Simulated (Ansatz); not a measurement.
Species: H$_{2}$BSeO, charge 0, doublet. H2BSeO (SMILES O[B][SeH], doublet).
B3LYP-D3(BJ)/def2-TZVP minimum from Ansatz (a first-principles code):
```xyz
5

B      0.2182    -0.4957     1.1387
O      1.3864    -1.1447     1.2260
H      1.5768    -1.5328     2.0864
Se    -0.3570     0.3625    -0.5189
H     -1.6221     0.8428     0.0536
```
Charge 0, spin multiplicity 2.

Atomisation energy term by term, kcal/mol (programs: Ansatz). Open shells are spin-unrestricted; no spin-orbit coupling. Correlated methods leave the cores frozen (noble-gas shells, and filled d and f shells in the p block). No relativity. CBS(X,Y): correlation extrapolated as X^-3, Hartree-Fock from the larger set. A bracket is a step between two methods taken in the basis named. For partners of very few electrons the exact lower level stands in for a higher one.

```tsv
term	basis	kcal/mol
Hartree-Fock	cc-pVQZ	276.89
CCSD correlation	CBS(cc-pVTZ,cc-pVQZ)	105.35
(T)	CBS(cc-pVTZ,cc-pVQZ)	8.88
CCSDT(Q) - CCSD(T)	cc-pVDZ	0.69
sum: De		391.8
```
